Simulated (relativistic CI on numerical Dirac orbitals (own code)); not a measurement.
A reference radial Dirac CI calculation of Si VI gave the lowest total energy -279.64001 Ha in 20 SCF steps, from this input:

```
atom Si  Z=14  charge=5  electrons=9
nucleus A=28  rms_radius_fm=3.1224
hamiltonian dirac-coulomb  breit=on  qed=on  c_scale=1
orbitals kli  potential=per-configuration
slater_scale 1
correlation none
mixing on
grid step=0.0125 r_max=14.3
scf mixing=0.4 start=green max_iterations=150 tolerance=2e-08 node_fill=0.05
configurations
  [He] 2s2 2p5
  [He] 2s 2p6
end
```

One setting was then changed (and the iteration limit cut to 76), and the output read:

```
SCF 1: [He] 2s2 2p5
 iter      energy (Ha)   residual   last orbital (Ha)
    1      -275.261954   1.54e+00    -12.58823
    2      -278.520466   7.92e-01    -10.00542
    3      -279.905490   4.91e-02     -7.59350
    4      -279.879341   3.67e-02     -7.73201
    5      -279.897673   2.31e-04     -7.62267
    6      -279.897754   8.08e-05     -7.62229
    7      -279.897792   4.50e-06     -7.62203
    8      -279.897789   2.00e-07     -7.62204
    9      -279.897789   3.85e-08     -7.62204
   10      -279.897789   2.30e-10     -7.62204
error: orbital 1s not found
end: not converged
```

Which setting was changed?
A. Breit term
B. end of the grid
C. charge
D. SCF mixing

B. The end of the grid at 1.14 bohr. This setting is bad on purpose; its numbers may not be properties of the ion.
